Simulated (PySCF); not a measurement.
BrH3OSiZn, SMILES [SiH3][O][Zn][Br]. Atoms are numbered in the order given.

```xyz
7

Zn     0.2009    -0.0956     0.0000
Br    -0.1341     2.1077     0.0000
O      0.5939    -1.8284     0.0000
Si    -0.3084    -3.2293     0.0000
H     -1.1988    -3.3296     1.2170
H      0.6290    -4.4053     0.0000
H     -1.1988    -3.3296    -1.2170
```

Geometry: PBE-D3(BJ)/def2-SVP. The structure was generated by enumeration; whether it is a known compound was not checked. The values are those of a single conformer.

Method: PBE-D3(BJ)/def2-SVP run with PySCF 2.14.0.

Frequencies are harmonic and unscaled.

Computed normal modes with their intensities:
```
mode  ν (cm⁻¹)  IR (km/mol)  moving atoms (share of kinetic energy)
----  --------  -----------  --------------------------------------
1           37          0.1                          H 77 %, Zn 9 %
2           53          1.7       Zn 37 %, Si 30 %, Br 18 %, H 10 %
3          109         15.1                         O 45 %, Zn 43 %
4          138          9.6                O 31 %, Zn 31 %, Si 24 %
5          282          9.8                Br 50 %, Zn 23 %, O 20 %
6          528         21.6        Zn 37 %, O 30 %, Si 21 %, H 10 %
7          695         51.2                          H 84 %, Si 9 %
8          710         49.6                 H 79 %, O 11 %, Si 10 %
9          907         70.7                                  H 96 %
10         917         67.5                                  H 96 %
11         974        729.1                 O 42 %, H 30 %, Si 27 %
12         977         10.6                          H 63 %, O 35 %
13        2124        175.6                                  H 96 %
14        2127        114.3                                  H 98 %
15        2169        144.4                                  H 97 %
```
